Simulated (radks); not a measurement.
Values are calculated unless marked as measured or tabulated.
Excited configurations of Yb I: one electron is placed in a higher orbital outside [Xe] 4f14 6s1. The ground configuration is [Xe] 4f14 6s2. Code: a radial shooting solver on a logarithmic mesh with Libxc functionals. Model: scalar-relativistic Kohn-Sham, PBE, spin-polarised, spherical densities, finite nucleus; open shells are filled with parallel spins first (spin-orbit coupling, left out, can overturn this in heavy ions); Fermi nuclear charge, rms radius 5.3108 fm. Excitation = E - E(ground); binding = E(ion) - E, where the ion is the core of charge +1; n* = 1/sqrt(2 binding) in atomic units, and the quantum defect is n - n*.

outer orbital  excitation (eV)  binding (eV)     n*  eigenvalue (eV)
5d                       2.773         3.563  1.954           -0.939
5f                       5.357         0.979  3.728           -0.472
6p                       2.430         3.906  1.866           -2.064
6f                       5.642         0.694  4.427           -0.404
7s                       3.981         2.355  2.403           -1.449
7p                       4.617         1.719  2.814           -1.038
7d                       5.360         0.977  3.732           -0.575
7f                       5.822         0.514  5.145           -0.325

The Delta-SCF ionisation energy is 6.336 eV (NIST Atomic Spectra Database: 6.254 eV, measured). Self-interaction in the functional shifts the binding energies and quantum defects, so they are the method's values and not measured ones.
